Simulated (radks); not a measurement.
The numbers below are computed, except where a source is named.
Initial-state core-level shifts of the manganese ion Mn2+ when its valence configuration changes from [Ar] 3d5. Code: a radial shooting solver on a logarithmic mesh with Libxc functionals. Model: non-relativistic Kohn-Sham, PBE, spin-polarised, spherical densities, point nucleus; open shells are filled with parallel spins first. Shifts are changes of the shell-averaged eigenvalues in eV (positive: less bound); the change of the density at the nucleus, which sets a Mossbauer isomer shift, is in e/bohr^3, on a base of 1.056e+04.

| valence | 1s | 2p | 3s | 3p | density at nucleus |
|---|---|---|---|---|---|
| 3d4 4p1 | -8.842 | -9.727 | -8.441 | -8.204 | +1.868 |
| 3d4.5 4s0.5 | -3.680 | -4.118 | -3.524 | -3.413 | +4.362 |
| 3d2 4p3 | -29.276 | -32.565 | -26.658 | -25.893 | +7.415 |
| 3d3 4p2 | -18.632 | -20.619 | -17.383 | -16.884 | +4.350 |
| 3d4 4s0.5 4p0.5 | -8.247 | -9.152 | -7.842 | -7.609 | +5.598 |
| 3d3 4s2 | -16.559 | -18.537 | -15.331 | -14.858 | +20.087 |
| 3d4 4s1 | -7.646 | -8.570 | -7.237 | -7.008 | +9.286 |
| 4s2 4p3 | -51.674 | -58.002 | -44.481 | -43.252 | +38.286 |
| 3d3 4s1 4p1 | -17.509 | -19.517 | -16.259 | -15.771 | +12.675 |
